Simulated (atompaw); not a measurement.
What the settings do to the PAW (atompaw) potential of chromium

Base potential:

- Element: Cr (Z = 24)
- Generator: atompaw 4.2.0.5
- Type: PAW
- Functional: PBE
- Relativity: scalar-relativistic
- Frozen core: [Ar]
- Valence charge: 6
- Reference configuration: 3d4 4s0 4p0 (charge +2)
- Partial waves: 4s (bound, empty): rc 2.50 bohr; 4s channel at 0.8 Ry: rc 2.50 bohr; 4p (bound, empty): rc 3.00 bohr; 4p channel at -0.15 Ry: rc 3.00 bohr; 3d (bound): rc 1.25 bohr; 3d channel at -1.35 Ry: rc 1.25 bohr
- Local potential: troulliermartins scheme with l = 3 at 0 Ry, radius 2.65 bohr
- Core correction: smooth core density matched at 1.75 bohr
- Augmentation charge: gaussian compensation charge, radius 2.85 bohr; PAW radius 3.00 bohr; waves and projectors: custom polynom vanderbiltortho

Cutoffs, loose and tight: the cutoffs (Ry, on a coarse ladder) from which the occupation-weighted sum of valence levels, in a spherical-Bessel basis at the reference potential, stays within 10 and 1 mRy of its value at 400 Ry. They see the waves, projectors and local potential, not the compensation charge or the core. A dash means not determined.

A true bound ghost makes a file unfit for plane-wave use even where its test errors are small: the radial tests pick states by their node count and pass the ghost by.

| change | outcome | cutoff, loose | cutoff, tight | bound ghosts |
| --- | --- | --- | --- | --- |
| base | generated | 60 Ry | 110 Ry | s |
| wave 4s channel at 0.8 Ry: rc 2.50 bohr becomes 4s channel at -0.36 Ry: rc 2.50 bohr | generated | 60 Ry | 110 Ry | s |
| wave 4s (bound): rc 2.50 bohr becomes 4s (bound): rc 2.18 bohr | failed: atompaw: The overlap operator has at least one negative eigenvalue! | – | – | – |
| augmentation sinc compensation charge, radius 2.85 bohr; PAW radius 3.00 bohr; waves and projectors: custom polynom vanderbiltortho | generated | 60 Ry | 110 Ry | s |
| core correction smooth core density matched at 2.80 bohr | generated | 60 Ry | 110 Ry | s |
| local potential troulliermartins scheme with l = 3 at 0 Ry, radius 1.24 bohr | failed: atompaw: The overlap operator has at least one negative eigenvalue! | – | – | – |

**Question.** What comes out with this change to the base: reference 3d5 4s1 4p0?

**Answer.** outcome: generated; cutoff, loose: 60 Ry; cutoff, tight: 110 Ry; bound ghosts: s, p.
